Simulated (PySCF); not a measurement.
Electron correlation in Os⁶²⁺ (osmium, charge +62)

[Ne] 3s2 3p2, high-spin 3P determinant. Computed with PySCF 2.14 in an uncontracted even-tempered set (16 s from 17 bohr⁻², ratio 2.5; 10 p from 23 bohr⁻², ratio 2.5; 4 d from 87 bohr⁻², ratio 2.7; 4 f from 130 bohr⁻², ratio 2.7), with the non-relativistic Hamiltonian (point nucleus). Frozen: 1s2; 12 electrons correlated; the 17 highest virtual orbitals of each spin left out.

```json
{"level": "CCSD", "correlation energy (mhartree)": "-557.43"}
{"level": "(T)", "correlation energy (mhartree)": "-1.24"}
{"level": "CCSD(T)", "correlation energy (mhartree)": "-558.67"}
```

Diagnostics: T1 = 0.00067, D1 = 0.0029, largest double amplitude 0.081.

A non-relativistic calculation at this Z misses sizeable relativistic shifts. Spin-orbit coupling is strong in this species (close to jj coupling), so the high-spin LS determinant is a model state, not a physical level.

Cost of the coupled-cluster step: of the order of 40 core-seconds, for 12 correlated electrons.

At this charge a non-relativistic calculation is a model, useful for the Z dependence of the correlation energy.

Spin-orbit coupling is strong in this species, so the high-spin LS determinant is a model state.
